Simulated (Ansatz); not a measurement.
Basis sets compared for Hf2(OH)8 (Hf2O8H8). The state is a singlet with charge 0. Geometry PBE-D4/def2-SVP. Ansatz on 2 threads of AMD EPYC 7R13 on a shared host and a share (18 GiB) of an NVIDIA H100 80GB HBM3; times are rough, and most runs start from earlier orbitals.

```xyz
18

Hf    1.738   -0.365    0.438
O     2.498    1.150    1.457
O     2.090   -1.806    1.710
O     2.864   -0.738   -1.110
O    -0.266   -1.188    0.107
Hf   -1.687    0.307   -0.616
O    -3.149   -0.825    0.015
O    -2.310    2.048    0.083
O    -1.816    0.288   -2.561
O     0.314    1.115   -0.283
H     3.078    1.218    2.230
H     2.125   -2.439    2.436
H     3.648   -0.473   -1.609
H    -0.513   -2.105    0.312
H    -3.825   -1.373    0.428
H    -3.155    2.365    0.438
H    -2.090    0.756   -3.360
H     0.457    2.063   -0.115
```

In the def2 sets Hf takes a core potential; there is no spin–orbit coupling.

Binding counts from free atoms (Hf triplet, O triplet, H doublet) in the same basis, without a counterpoise term.

```tsv
level	functions	energy (Eh)	HOMO (eV)	LUMO (eV)	binding per atom (eV)	wall time
PBE-D4/def2-SVP	216	-702.1800	-6.38	-0.68	4.75	6.5 s
PBE0-D4/def2-SVP	216	-702.0997	-8.09	0.05	4.57	10 s
```

Q: Estimate the rows for PBE-D4/def2-TZVP (with forces), PBE0-D4/def2-TZVP.

A: 
```json
{"level": "PBE-D4/def2-TZVP (with forces)", "functions": "376", "energy (Eh)": "-702.9308", "HOMO (eV)": "-6.56", "LUMO (eV)": "-0.88", "binding per atom (eV)": "4.71", "wall time": "3.4 s"}
{"level": "PBE0-D4/def2-TZVP", "functions": "376", "energy (Eh)": "-702.8489", "HOMO (eV)": "-8.24", "LUMO (eV)": "-0.15", "binding per atom (eV)": "4.55", "wall time": "2.5 s"}
```
